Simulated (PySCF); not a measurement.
Several molecules and their computed UV-vis stick spectra, shuffled. Method: TDDFT B3LYP/def2-SVPD, vertical, gas phase, core orbitals frozen in the response in PySCF 2.14.0, density-fitted response routines. Geometries: GFN2-xTB; one conformer of each isolated species. Triplets are in the Tamm–Dancoff approximation.

A. `C=Cc1cccc(F)c1`
B. `O=C[SiH2]C/C([SiH3])=C\F`
C. `C=C/P=C/F`

Lowest singlet levels (six at most, fewer where fewer were computed) with oscillator strengths:

1. 256 nm (f 0.275); 255 nm (f 0.007); 217 nm (f 0.070); 210 nm (f 0.007); 194 nm (f 0.000); 190 nm (f 0.000); T1 2.53 eV
2. 263 nm (f 0.132); 247 nm (f 0.231); 212 nm (f 0.185); 195 nm (f 0.006); 193 nm (f 0.150); 189 nm (f 0.286); T1 3.21 eV
3. 383 nm (f 0.000); 305 nm (f 0.002); 215 nm (f 0.025); 209 nm (f 0.005); 206 nm (f 0.001); 202 nm (f 0.027); T1 2.60 eV

Task: Match each spectrum to its molecule.

Result: 1 = C, 2 = A, 3 = B.
- A: S1 at 4.72 eV, HOMO→LUMO (46%), HOMO-1→LUMO (30%), HOMO→LUMO+1 (20%); Löwdin shares by element: HOMO carbon 64% or more (atoms not listed hold the other 36%); LUMO carbon 59% or more (atoms not listed hold the other 41%); HOMO -6.64 and LUMO -1.56 eV; point group Cs.
- B: S1 at 3.23 eV, HOMO→LUMO (53%), HOMO-1→LUMO (46%); Löwdin shares by element: HOMO carbon 43% or more, oxygen 15%, fluorine 9% (atoms not listed hold the other 33%); LUMO carbon 42% or more, oxygen 35%, silicon 11% or more, hydrogen 6% or more; HOMO -6.81 and LUMO -2.10 eV.
- C: S1 at 4.85 eV, HOMO→LUMO (92%); Löwdin shares by element: HOMO carbon 58%, phosphorus 25% (atoms not listed hold the other 17%); LUMO carbon 55%, phosphorus 31%; HOMO -6.75 and LUMO -2.00 eV; point group Cs, 2 of its 6 listed states under f = 0.0005.
A and C have S1 within 0.14 eV of each other; their strongest listed levels stand at 6.54 eV (f 0.286) and 4.85 eV (f 0.275).
